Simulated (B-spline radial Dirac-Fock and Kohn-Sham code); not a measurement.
# Kohn-Sham estimates against Dirac-Fock for the levels of Hg²⁰⁺

System: the Hg²⁰⁺ ion, 1s2 2s2 2p6 3s2 3p6 3d10 4s2 4p6 4d10 4f13 5s1 (tabulated as the ground configuration, which this calculation does not bear out).

The density-functional columns are spherical, spin-unpolarised Dirac-Kohn-Sham results without Breit or QED terms: −ε is minus the orbital energy of the initial state and ΔSCF the difference of two total energies. The reference in the last column comes from Dirac-Fock energy differences between relaxed states, corrected for Breit and QED terms. All numbers are from a B-spline atomic structure program, in eV; a selection of levels is shown. The Kohn-Sham columns are given as differences from the reference. For the 1s level of heavy atoms much of the gap between ΔSCF and the reference is the Breit and QED part, -454.1 eV here; for other levels the error of the functional can be larger.

| level | LDA −ε − DF | LDA ΔSCF − DF | Dirac-Fock |
| --- | --- | --- | --- |
| K | -188.2 | +443.8 | 83623.3 |
| L1 | -181.3 | -54.3 | 15367.6 |
| L2 | -126.9 | +34.3 | 14728.4 |
| L3 | -146.9 | -10.6 | 12801.9 |
| M1 | -103.7 | -58.8 | 4076.6 |
| M2 | -84.3 | -36.5 | 3792.0 |
| M3 | -83.9 | -40.3 | 3359.8 |
| M4 | -61.9 | -11.2 | 2895.5 |
| M5 | -63.6 | -14.4 | 2804.5 |
| N2 | -49.7 | -25.0 | 1175.6 |
| N3 | -49.3 | -25.9 | 1068.5 |
| N4 | -36.6 | -13.3 | 867.5 |
| N5 | -36.6 | -13.7 | 847.3 |
| N6,7 | -20.9 | +1.8 | 585.0 |
| O1 | -6.0 | +8.0 | 546.4 |

For the outermost level NIST gives 560 ± 30 eV (theoretical); the differences from it are LDA −ε -19.62, LDA ΔSCF -5.68, Dirac-Fock -13.64 eV.
